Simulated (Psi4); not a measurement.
Input for Psi4: SAPT0/aug-cc-pVDZ on CH8GeO (a complex).

```
memory 1800 MB

molecule dimer {
0 1
C     0.35853575    0.16298579   -0.04924378
O     0.30316989   -1.01430710    0.74658696
H     0.23727688   -0.05768253   -1.11469419
H     1.34422351    0.59901340    0.10437426
H    -0.39573701    0.89756779    0.25229461
H    -0.56022166   -1.42439580    0.63417151
--
0 1
Ge   -0.09412367    0.07716543    3.72297272
H     0.10076402   -1.43928620    3.83299942
H    -1.32903427    0.39246251    2.86393033
H     1.14780222    0.74396510    3.11996314
H    -0.33330187    0.65326507    5.13292620
units angstrom
symmetry c1
no_reorient
no_com
}

set {
  basis aug-cc-pVDZ
  scf_type df
  freeze_core true
}

energy('sapt0')
```

Output:

```
[...]
==> Input File <==

--------------------------------------------------------------------------
memory 1800 MB

molecule dimer {
0 1
C     0.35853575    0.16298579   -0.04924378
O     0.30316989   -1.01430710    0.74658696
H     0.23727688   -0.05768253   -1.11469419
H     1.34422351    0.59901340    0.10437426
H    -0.39573701    0.89756779    0.25229461
H    -0.56022166   -1.42439580    0.63417151
--
0 1
Ge   -0.09412367    0.07716543    3.72297272
H     0.10076402   -1.43928620    3.83299942
H    -1.32903427    0.39246251    2.86393033
H     1.14780222    0.74396510    3.11996314
H    -0.33330187    0.65326507    5.13292620
units angstrom
symmetry c1
no_reorient
no_com
}

set {
  basis aug-cc-pVDZ
  scf_type df
  freeze_core true
}

energy('sapt0')
--------------------------------------------------------------------------


   => Loading Basis Set <=

    Name: AUG-CC-PVDZ
    Role: ORBITAL
    Keyword: BASIS
    atoms 1         entry C          line   182 file aug-cc-pvdz.gbs
    atoms 2         entry O          line   254 file aug-cc-pvdz.gbs
    atoms 3-6, 8-11 entry H          line    40 file aug-cc-pvdz.gbs
    atoms 7         entry GE         line  2999 file aug-cc-pvdz.gbs

   => Loading Basis Set <=

    Name: AUG-CC-PVDZ
    Role: ORBITAL
    Keyword: BASIS
    atoms 1         entry C          line   182 file aug-cc-pvdz.gbs
    atoms 2         entry O          line   254 file aug-cc-pvdz.gbs
    atoms 3-6, 8-11 entry H          line    40 file aug-cc-pvdz.gbs
    atoms 7         entry GE         line  2999 file aug-cc-pvdz.gbs


  //>>>>>>>>>>>>>>>>>>>>>>>>>>>>>>>>>>>//
  //              Dimer HF             //
  //<<<<<<<<<<<<<<<<<<<<<<<<<<<<<<<<<<<//

   => Libint2 <=

    Primary   basis highest AM E, G, H:  7, 6, 3
    Auxiliary basis highest AM E, G, H:  7, 7, 4
    Onebody   basis highest AM E, G, H:  -, -, -
    Solid Harmonics ordering:            Gaussian


   => Loading Basis Set <=

    Name: AUG-CC-PVDZ
    Role: ORBITAL
    Keyword: BASIS
    atoms 1         entry C          line   182 file aug-cc-pvdz.gbs
    atoms 2         entry O          line   254 file aug-cc-pvdz.gbs
    atoms 3-6, 8-11 entry H          line    40 file aug-cc-pvdz.gbs
    atoms 7         entry GE         line  2999 file aug-cc-pvdz.gbs


         ---------------------------------------------------------
                                   SCF
               by Justin Turney, Rob Parrish, Andy Simmonett
                          and Daniel G. A. Smith
                              RHF Reference
                        1 Threads,   1716 MiB Core
         ---------------------------------------------------------

  ==> Geometry <==

    Molecular point group: c1
    Full point group: C1

    Geometry (in Angstrom), charge = 0, multiplicity = 1:

       Center              X                  Y                   Z               Mass
    ------------   -----------------  -----------------  -----------------  -----------------
         C            0.358535750000     0.162985790000    -0.049243780000    12.000000000000
         O            0.303169890000    -1.014307100000     0.746586960000    15.994914619570
         H            0.237276880000    -0.057682530000    -1.114694190000     1.007825032230
         H            1.344223510000     0.599013400000     0.104374260000     1.007825032230
         H           -0.395737010000     0.897567790000     0.252294610000     1.007825032230
         H           -0.560221660000    -1.424395800000     0.634171510000     1.007825032230
         GE          -0.094123670000     0.077165430000     3.722972720000    73.921177761000
         H            0.100764020000    -1.439286200000     3.832999420000     1.007825032230
         H           -1.329034270000     0.392462510000     2.863930330000     1.007825032230
         H            1.147802220000     0.743965100000     3.119963140000     1.007825032230
         H           -0.333301870000     0.653265070000     5.132926200000     1.007825032230

  Running in c1 symmetry.

  Rotational constants: A =      0.52243  B =      0.01528  C =      0.01506 [cm^-1]
  Rotational constants: A =  15662.13820  B =    458.04714  C =    451.37921 [MHz]
  Nuclear repulsion =  182.591712453116401

  Charge       = 0
  Multiplicity = 1
  Electrons    = 54
  Nalpha       = 27
  Nbeta        = 27

  ==> Algorithm <==

  SCF Algorithm Type is DF.
  DIIS enabled.
  MOM disabled.
  Fractional occupation disabled.
  Guess Type is SAD.
  Energy threshold   = 1.00e-08
  Density threshold  = 1.00e-08
  Integral threshold = 1.00e-12

  ==> Primary Basis <==

  Basis Set: AUG-CC-PVDZ
    Blend: AUG-CC-PVDZ
    Number of shells: 72
    Number of basis functions: 154
    Number of Cartesian functions: 161
    Spherical Harmonics?: true
    Max angular momentum: 2

   => Loading Basis Set <=

    Name: (AUG-CC-PVDZ AUX)
    Role: JKFIT
    Keyword: DF_BASIS_SCF
    atoms 1         entry C          line   154 file aug-cc-pvdz-jkfit.gbs
    atoms 2 
[...]
 A
    DOCC [    18 ]
    NA   [    18 ]
    NB   [    18 ]

  @DF-RHF Final Energy: -2077.11572124400845

   => Energetics <=

    Nuclear Repulsion Energy =             45.3582290926618299
    One-Electron Energy =               -2986.3170210541466076
    Two-Electron Energy =                 863.8430707174761665
    Total Energy =                      -2077.1157212440084550

Computation Completed


Properties will be evaluated at   0.000000,   0.000000,   0.000000 [a0]

Properties computed using the SCF density matrix


 Multipole Moments:

 ------------------------------------------------------------------------------------
     Multipole            Electronic (a.u.)      Nuclear  (a.u.)        Total (a.u.)
 ------------------------------------------------------------------------------------

 L = 1.  Multiply by 2.5417464519 to convert [e a0] to [Debye]
 Dipole X            :          6.4908177           -6.4736865            0.0171312
 Dipole Y            :         -5.3475767            5.3284612           -0.0191155
 Dipole Z            :       -253.4101360          253.3838257           -0.0263103
 Magnitude           :                                                    0.0367575

 ------------------------------------------------------------------------------------

  Constructing Basis Sets for SAPT...

   => Loading Basis Set <=

    Name: (AUG-CC-PVDZ AUX)
    Role: RIFIT
    Keyword: DF_BASIS_SAPT
    atoms 1         entry C          line   112 file aug-cc-pvdz-ri.gbs
    atoms 2         entry O          line   204 file aug-cc-pvdz-ri.gbs
    atoms 3-6, 8-11 entry H          line    30 file aug-cc-pvdz-ri.gbs
    atoms 7         entry GE         line   760 file aug-cc-pvdz-ri.gbs

   => Loading Basis Set <=

    Name: (AUG-CC-PVDZ AUX)
    Role: JKFIT
    Keyword: DF_BASIS_ELST
    atoms 1         entry C          line   154 file aug-cc-pvdz-jkfit.gbs
    atoms 2         entry O          line   270 file aug-cc-pvdz-jkfit.gbs
    atoms 3-6, 8-11 entry H          line    70 file aug-cc-pvdz-jkfit.gbs
    atoms 7         entry GE         line  1047 file aug-cc-pvdz-jkfit.gbs


  //>>>>>>>>>>>>>>>>>>>>>>>>>>>>>>>>>>>//
  //               SAPT0               //
  //<<<<<<<<<<<<<<<<<<<<<<<<<<<<<<<<<<<//



        SAPT0
    Ed Hohenstein
     6 June 2009

      Orbital Information
  --------------------------
    NSO        =       154
    NMO        =       154
    NRI        =       458
    NRI (Elst) =       622
    NOCC A     =         9
    NOCC B     =        18
    FOCC A     =         2
    FOCC B     =         9
    NVIR A     =       145
    NVIR B     =       136

    Elst10,r            =    -0.004964262721 [Eh]
    Exch10              =     0.006595247960 [Eh]
    Exch10 (S^2)        =     0.006570877780 [Eh]

    Maxiter = 50
    CPHF R converge = 1.000000E-08

    Iter     Energy [mEh]          dE [mEh]         Residual      Time [s]
       1      -1.95022101       1.950221014     6.018685e-03             0
       2      -2.39269404       0.442473029     1.306272e-03             0
       3      -2.38326809      -0.009425953     5.746246e-04             0
       4      -2.37742534      -0.005842747     1.498900e-04             0
       5      -2.37812824       0.000702898     3.711024e-05             0
       6      -2.37852772       0.000399482     1.061493e-05             0
       7      -2.37848782      -0.000039901     3.175212e-06             0
       8      -2.37845570      -0.000032126     7.124072e-07             0
       9      -2.37846458       0.000008882     1.441049e-07             0
      10      -2.37846334      -0.000001241     2.504403e-08             0
      11      -2.37846342       0.000000083     8.087647e-09             0

    CHF Iterations converged

    Maxiter = 50
    CPHF R converge = 1.000000E-08

    Iter     Energy [mEh]          dE [mEh]         Residual      Time [s]
       1      -1.22992768       1.229927678     4.221571e-03             0
       2      -1.42447329       0.194545611     9.157162e-04             0
       3      -1.43074699       0.006273703     2.404480e-04             1
       4      -1.42758203      -0.003164960     4.022297e-05             1
       5      -1.42751114      -0.000070892     7.188503e-06             1
       6      -1.42763451       0.000123372     1.408915e-06             1
       7      -1.42761161      -0.000022897     2.331026e-07             1
       8      -1.42761389       0.000002279     3.161707e-08             1
       9      -1.42761370      -0.000000193     3.753855e-09             1

    CHF Iterations converged

    Ind20,r (A<-B)      =    -0.002378463418 [Eh]
    Ind20,r (B<-A)      =    -0.001427613701 [Eh]
    Ind20,r             =    -0.003806077119 [Eh]
    Exch-Ind20,r (A<-B) =     0.002054452173 [Eh]
    Exch-Ind20,r (B<-A) =     0.001023566917 [Eh]
    Exch-Ind20,r        =     0.003078019090 [Eh]
    Disp20              =    -0.004686581353 [Eh]
    Disp20 (SS)         =    -0.002343290677 [Eh]
    Disp20 (OS)         =    -0.002343290677 [Eh]
    Exch-Disp20         =     0.000588273713 [Eh]
    Exch-Disp20 (SS)    =     0.000365200445 [Eh]
    Exch-Disp20 (OS)    =     0.000223073268 [Eh]

    SAPT Results
  --------------------------------------------------------------------------------------------------------
    Electrostatics                 -4.96426272 [mEh]      -3.11512189 [kcal/mol]     -13.03366998 [kJ/mol]
      Elst10,r                     -4.96426272 [mEh]      -3.11512189 [kcal/mol]     -13.03366998 [kJ/mol]

    Exchange                        6.59524796 [mEh]       4.13858058 [kcal/mol]      17.31582113 [kJ/mol]
      Exch10                        6.59524796 [mEh]       4.13858058 [kcal/mol]      17.31582113 [kJ/mol]
      Exch10(S^2)                   6.57087778 [mEh]       4.12328806 [kcal/mol]      17.25183724 [kJ/mol]

    Induction                      -1.15584134 [mEh]      -0.72530139 [kcal/mol]      -3.03466101 [kJ/mol]
      Ind20,r                      -3.80607712 [mEh]      -2.38834945 [kcal/mol]      -9.99285410 [kJ/mol]
      Exch-Ind20,r                  3.07801909 [mEh]       1.93148614 [kcal/mol]       8.08133801 [kJ/mol]
      delta HF,r (2)               -0.42778331 [mEh]      -0.26843808 [kcal/mol]      -1.12314492 [kJ/mol]

    Dispersion                     -4.09830764 [mEh]      -2.57172687 [kcal/mol]     -10.76010523 [kJ/mol]
      Disp20                       -4.68658135 [mEh]      -2.94087420 [kcal/mol]     -12.30461765 [kJ/mol]
      Exch-Disp20                   0.58827371 [mEh]       0.36914733 [kcal/mol]       1.54451242 [kJ/mol]
      Disp20 (SS)                  -2.34329068 [mEh]      -1.47043710 [kcal/mol]      -6.15230882 [kJ/mol]
      Disp20 (OS)                  -2.34329068 [mEh]      -1.47043710 [kcal/mol]      -6.15230882 [kJ/mol]
      Exch-Disp20 (SS)              0.36520044 [mEh]       0.22916674 [kcal/mol]       0.95883364 [kJ/mol]
      Exch-Disp20 (OS)              0.22307327 [mEh]       0.13998059 [kcal/mol]       0.58567879 [kJ/mol]

  Total HF                          0.47514390 [mEh]       0.29815730 [kcal/mol]       1.24749014 [kJ/mol]
  Total SAPT0                      -3.62316374 [mEh]      -2.27356957 [kcal/mol]      -9.51261508 [kJ/mol]

  Special recipe for scaled SAPT0 (see Manual):
    Electrostatics sSAPT0          -4.96426272 [mEh]      -3.11512189 [kcal/mol]     -13.03366998 [kJ/mol]
    Exchange sSAPT0                 6.59524796 [mEh]       4.13858058 [kcal/mol]      17.31582113 [kJ/mol]
    Induction sSAPT0               -1.12146674 [mEh]      -0.70373100 [kcal/mol]      -2.94441052 [kJ/mol]
    Dispersion sSAPT0              -4.09173794 [mEh]      -2.56760432 [kcal/mol]     -10.74285647 [kJ/mol]
  Total sSAPT0                     -3.58221944 [mEh]      -2.24787663 [kcal/mol]      -9.40511584 [kJ/mol]
  --------------------------------------------------------------------------------------------------------



*** Psi4 exiting successfully. Buy a developer a beer!
```

The run finished.

Cost: around 13 core-seconds (rough).
